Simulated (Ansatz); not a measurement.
Geometry optimisation, Ansatz, RKS B3LYP/def2-SVP.

The input (input.yaml):

```yaml
crystal:
  periodic: [false, false, false]
  atoms:
    - { symbol: Zn, position_ang: [-0.278194, 0.079701, 0.052046] }
    - { symbol: Cl, position_ang: [-0.475057, 0.128824, 2.254971] }
    - { symbol: C, position_ang: [-0.088936, 0.024486, -1.879896] }
    - { symbol: H, position_ang: [0.225195, -0.982529, -2.194311] }
    - { symbol: H, position_ang: [-1.032667, 0.271238, -2.389845] }
    - { symbol: H, position_ang: [0.680196, 0.743551, -2.201242] }
    - { symbol: H, position_ang: [2.303692, -0.628289, 0.768636] }
    - { symbol: H, position_ang: [1.830971, -0.515482, 1.301541] }
basis:
  gaussian: { orbitals: def2-SVP }
hamiltonian:
  xc: b3lyp
relax:
  f_tol: 0.03
  max_steps: 50
```

Command:

```bash
$ ansatz run input.yaml --threads 2 --pin off --max-ram 3072MiB --backend cpu --events-out ev --progress --plain --runs-dir out
```

**Question.** Where does it end, and by what steps?

**Answer.** The run converged. The force dipped under the threshold on the way, but the program's further checks kept it going. After 13 steps the energy has fallen by 0.132 eV; H7 moved furthest, 1.10 Å.

```tsv
step	energy less start (eV)	largest force component (eV/Å)	accepted
0	0.0000	1.254	yes
1	-0.1044	0.419	yes
2	-0.1166	0.165	yes
3	-0.1212	0.070	yes
4	-0.1231	0.056	yes
5	-0.1241	0.299	yes
6	-0.1262	0.100	yes
7	-0.1282	0.010	yes
8	-0.1306	0.088	yes
9	-0.1308	0.218	yes
10	-0.1315	0.071	yes
11	-0.1317	0.002	yes
12	-0.1319	0.008	yes
13	-0.1320	0.006	yes
```

```xyz
8
Properties=species:S:1:pos:R:3
Zn -0.414 0.112 -0.137
Cl -0.531 0.144 1.994
C -0.319 0.087 -2.076
H -0.032 -0.913 -2.435
H -1.296 0.347 -2.513
H 0.427 0.813 -2.435
H 3.023 -0.833 1.572
H 2.307 -0.636 1.742
```

Run time: 24 s on 2 threads of Arm Neoverse V2 (shared host), peak memory 0.18 GiB.
